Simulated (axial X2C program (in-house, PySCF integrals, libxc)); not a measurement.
# IF: computed against measured constants

Calculated with an in-house all-electron X2C program for linear molecules (integrals from PySCF). Spin-free means the one-electron spin-free X2C Hamiltonian; two-component (2c) means X2C with spin–orbit coupling and atomic mean-field two-electron Coulomb and Gaunt terms, so the difference of the two also holds small scalar two-electron terms. Basis: I dyall-cv3z [11s12p8d4f1g], F dyall-av3z [7s6p3d2f] (cores contracted in-house); Gaussian nuclei, density fitting, unrestricted open shells. Masses: I 126.904 u, F 18.998 u.

```json
{"Hamiltonian": "spin-free", "level": "PBE0", "Re (Å)": "1.904", "ωe (cm⁻¹)": "635.3", "ωexe (cm⁻¹)": "2.6", "De (eV)": "2.92"}
{"Hamiltonian": "spin-free", "level": "HF", "Re (Å)": "1.869", "ωe (cm⁻¹)": "697.3", "ωexe (cm⁻¹)": "2.49", "De (eV)": "0.869"}
{"Hamiltonian": "spin-free", "level": "MP2", "Re (Å)": "1.914", "ωe (cm⁻¹)": "626.8", "ωexe (cm⁻¹)": "2.64", "De (eV)": "3.22"}
{"Hamiltonian": "spin-free", "level": "CCSD", "Re (Å)": "1.906", "ωe (cm⁻¹)": "636.6", "ωexe (cm⁻¹)": "2.68", "De (eV)": "2.79"}
{"Hamiltonian": "spin-free", "level": "CCSD(T)", "Re (Å)": "1.916", "ωe (cm⁻¹)": "617.9", "ωexe (cm⁻¹)": "2.88", "De (eV)": "2.94"}
{"Hamiltonian": "spin-free", "level": "TPSS", "Re (Å)": "1.930", "ωe (cm⁻¹)": "600.9", "ωexe (cm⁻¹)": "2.65", "De (eV)": "3.22"}
{"Hamiltonian": "2c", "level": "PBE0", "Re (Å)": "1.914", "ωe (cm⁻¹)": "617.1", "ωexe (cm⁻¹)": "2.78", "De (eV)": "2.74"}
{"Hamiltonian": "2c", "level": "HF", "Re (Å)": "1.876", "ωe (cm⁻¹)": "682.2", "ωexe (cm⁻¹)": "2.63", "De (eV)": "0.621"}
{"Hamiltonian": "2c", "level": "MP2", "Re (Å)": "1.922", "ωe (cm⁻¹)": "611.4", "ωexe (cm⁻¹)": "2.75", "De (eV)": "3.00"}
{"Hamiltonian": "2c", "level": "CCSD", "Re (Å)": "1.913", "ωe (cm⁻¹)": "621.9", "ωexe (cm⁻¹)": "2.79", "De (eV)": "2.56"}
{"Hamiltonian": "2c", "level": "CCSD(T)", "Re (Å)": "1.924", "ωe (cm⁻¹)": "602.3", "ωexe (cm⁻¹)": "3.02", "De (eV)": "2.71"}
{"Hamiltonian": "2c", "level": "TPSS", "Re (Å)": "1.940", "ωe (cm⁻¹)": "583.4", "ωexe (cm⁻¹)": "2.83", "De (eV)": "3.07"}
```

De refers to I + F.

Correlated methods: 14 electrons correlated (number of frozen shells: I 4 s, 3 p, 2 d; F 1 s), 244 virtual spin orbitals or spinors in MP2, 90 natural virtuals in coupled cluster.

Measured (Huber and Herzberg, Constants of Diatomic Molecules, 1979; state 1Σ+): Re (Å) 1.90976, ωe (cm⁻¹) 610.24, ωexe (cm⁻¹) 3.123.

Task: Work out the error of each level, computed minus measured.

Result: 

```
Hamiltonian    level  Re (Å)  ωe (cm⁻¹)  ωexe (cm⁻¹)
  spin-free     PBE0  -0.006       25.1        -0.52
  spin-free       HF  -0.041       87.1        -0.63
  spin-free      MP2   0.004       16.6        -0.48
  spin-free     CCSD  -0.004       26.4        -0.44
  spin-free  CCSD(T)   0.006        7.7        -0.24
  spin-free     TPSS   0.020       -9.3        -0.47
         2c     PBE0   0.004        6.9        -0.34
         2c       HF  -0.034       72.0        -0.49
         2c      MP2   0.012        1.2        -0.37
         2c     CCSD   0.003       11.7        -0.33
         2c  CCSD(T)   0.014       -7.9        -0.10
         2c     TPSS   0.030      -26.8        -0.29
```

One determinant describes the state; a PBE0 search over occupations chose it and may have missed a lower one. The closed shell is kept restricted, so the energy runs too high when the bond is stretched far. Dissociation energies refer to the lowest single-determinant-based atoms at the same level and basis. Coupled cluster ran in a truncated set of natural virtual spinors; the MP2 energy of the rest was added. (T) has no such correction and the atoms are truncated less, which lowers De at CCSD(T) by a hundredth of an eV or more. In 2c an atomic determinant is not the ground J level, so De misses part of the atomic spin–orbit lowering. This holds for PBE0, TPSS. The functionals have no current-density term, which raises determinants with orbital currents, atoms included.
